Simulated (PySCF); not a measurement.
**Dipole moment and polarisability of `CN[Si@H]([SiH3])[SiH2]C#N`**

C₂H₁₀N₂Si₃.
Geometry (GFN2-xTB, Å), atoms numbered from 1 in this order:
```xyz
17
C2H10N2Si3 angstrom
C     -0.6082    1.9378   -0.3544
N     -0.4136    0.8099   -1.2357
Si    -0.1673   -0.7990   -0.6519
Si    -2.0214   -1.3362    0.6363
Si     1.8910   -1.1059    0.4303
C      2.7466    0.5546    0.4984
N      3.2019    1.6076    0.5021
H     -1.2480    1.6338    0.4735
H      0.3330    2.3176    0.0587
H     -1.1012    2.7495   -0.8919
H      0.0903    1.0865   -2.0654
H     -0.0999   -1.5388   -1.9291
H     -2.4292   -2.7227    0.3952
H     -3.2038   -0.5018    0.4156
H     -1.7100   -1.2391    2.0689
H      1.8253   -1.4891    1.8479
H      2.9075   -1.9527   -0.2085
```

Level: CAM-B3LYP/def2-SVPD (PySCF), static field, nuclei fixed, core orbitals frozen in the response. The polarisability tensor in these axes (au):

```
x   135.63   7.63   0.46
y     7.63 121.31  -3.96
z     0.46  -3.96 101.89
```

Problem. Diagonalise the tensor; give its mean and Δα, where Δα² is half the sum of the squared differences of the eigenvalues.

Solution. Principal values 101.00, 118.86 and 138.97 au; mean 119.61 au = 17.72 Å³ = 19.72 × 10⁻⁴⁰ C²·m²/J; Δα = 32.90 au (28 % of the mean).

Problem. What is the dipole moment, and where does it point?

Solution. (-2.14, -2.13, -0.79) D, 3.12 D in size, pointing from the negative to the positive side. Measured along this direction, the outermost atoms are N7 at the negative end and H13 at the positive end.

Problem. What are the principal values of the traceless quadrupole moment, Θ = ½Σq(3rr − r²1), about the centre of nuclear charge?

Solution. -19.80, 7.95, 11.84 D·Å. The values depend on the origin, since the dipole doesn't vanish. The electronic extent ⟨r²⟩ about the same centre is 1698 bohr², a root-mean-square distance of 2.47 Å for the 78 electrons.

Problem. Sum over states: ᾱ = Σ f/ω², ω in Eh. What share falls to these 8 lowest TDDFT singlets (eV, f)? 4.67, 0.0097; 5.37, 0.0473; 6.14, 0.0735; 6.29, 0.0099; 6.61, 0.0440; 6.82, 0.0234; 6.86, 0.0174; 6.98, 0.0070.

Solution. They add up to 4.67 au, 3.9 % of the 119.61 au; the largest single term is 1.44 au, from the state at 6.14 eV. Terms in order: 0.33, 1.22, 1.44, 0.18, 0.75, 0.37, 0.27, 0.11 au. Higher excitations give the rest. The strengths listed sum to 0.232.

Problem. Along which axes do the principal values lie, and how far do the nuclei extend along each?

Solution. Largest value along (0.91, 0.40, -0.03), where the nuclei span 6.89 Å; middle along (-0.40, 0.89, -0.22), 5.94 Å; least along (-0.06, 0.21, 0.98), 4.06 Å. The response follows the extents in order.

Problem. What molar refraction does this α imply?

Solution. Lorentz–Lorenz: R = (4π/3)N_A α = 2.5225 cm³/(mol·Å³) × 17.72 Å³ = 44.7 cm³/mol, in the limit of long wavelengths.

Geometry: GFN2-xTB, one conformer, isolated molecule.
